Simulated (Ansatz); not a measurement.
`[SiH3][SiH2][GeH2][SiH3]`. The species carries charge 0 and has multiplicity 1. The geometry is a stationary point of PBE0-D4/def2-TZVP. It is one conformer, not always the lowest.

```xyz
14

Si   -1.883   -1.158    0.919
Si   -0.346    0.492    1.531
Ge    0.641    1.425   -0.425
Si    1.666   -0.282   -1.728
H    -1.180   -2.244    0.184
H    -2.558   -1.745    2.107
H    -2.916   -0.573    0.022
H    -1.023    1.555    2.326
H     0.725   -0.109    2.374
H     1.683    2.494   -0.044
H    -0.454    2.116   -1.261
H     2.678   -1.000   -0.908
H     2.334    0.287   -2.928
H     0.633   -1.257   -2.170
```

**Question.** What is the dipole moment at ωB97M-V/def2-TZVPP? (Best estimate.)

**Answer.** Computed: 0.08 D, with components (0.03, 0.02, 0.08) D in this frame, pointing from negative to positive charge.

**Question.** And with PBE, r2SCAN, B3LYP? (Best estimate.)

**Answer.** Computed: PBE 0.07 D, r2SCAN 0.07 D, B3LYP 0.09 D.

**Question.** Give the Mulliken charges with ωB97M-V, B3LYP, PBE in def2-TZVPP. (An estimate is asked.)

**Answer.** Computed: 
| atom | ωB97M-V | B3LYP | PBE |
| --- | --- | --- | --- |
| Si1 | 0.05 | 0.16 | 0.12 |
| Si2 | 0.05 | 0.11 | 0.06 |
| Ge3 | -0.12 | 0.02 | 0.07 |
| Si4 | 0.06 | 0.14 | 0.07 |
| H5 | -0.02 | -0.05 | -0.04 |
| H6 | -0.02 | -0.05 | -0.04 |
| H7 | -0.01 | -0.05 | -0.04 |
| H8 | -0.01 | -0.06 | -0.04 |
| H9 | -0.01 | -0.06 | -0.04 |
| H10 | 0.03 | -0.01 | -0.01 |
| H11 | 0.03 | -0.01 | 0.00 |
| H12 | -0.01 | -0.05 | -0.04 |
| H13 | -0.01 | -0.05 | -0.04 |
| H14 | -0.01 | -0.05 | -0.03 |

B3LYP here is the variant with VWN-RPA as its local correlation; programs differ in this.
